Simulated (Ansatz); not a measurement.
Basis sets compared for Hg₂Cl₄⁺. The state is a doublet with charge 1. Geometry PBE0-D4/def2-SVP. Ansatz on 4 threads of Arm Neoverse V1 on a shared host; times are rough, and most runs start from earlier orbitals.

```xyz
6

Hg    2.6865    0.7521   -0.2787
Hg   -2.6808   -0.7601    0.3031
Cl    4.3940    1.9777    0.5292
Cl   -1.1526    0.9488   -0.3403
Cl    0.8800   -0.5449   -1.1292
Cl   -4.1269   -2.3736    0.9158
```

In the def2 sets Hg takes a core potential; there is no spin–orbit coupling. In the doublet, Cl4 and Cl5 lie 2.64 Å apart (atoms count from 1), so these atoms are partly bonded to each other. The structure comes from a short search, and lower isomers may exist.

| level | functions | energy (Eh) | HOMO (eV) | LUMO (eV) | wall time |
| --- | --- | --- | --- | --- | --- |
| PBE-D4/def2-SVP | 136 | -2146.2885 | -11.57 | -11.11 | 4.3 s |
| PBE0-D4/def2-SVP | 136 | -2146.3480 | -12.82 | -10.67 | 6 s |

**Question.** Estimate the rows for PBE-D4/def2-TZVP (with forces), PBE0-D4/def2-TZVP.

**Answer.** 
```csv
level,functions,energy (Eh),HOMO (eV),LUMO (eV),wall time
PBE-D4/def2-TZVP (with forces),234,-2146.9504,-11.66,-11.17,9 s
PBE0-D4/def2-TZVP,234,-2147.0042,-12.87,-10.67,13 s
```
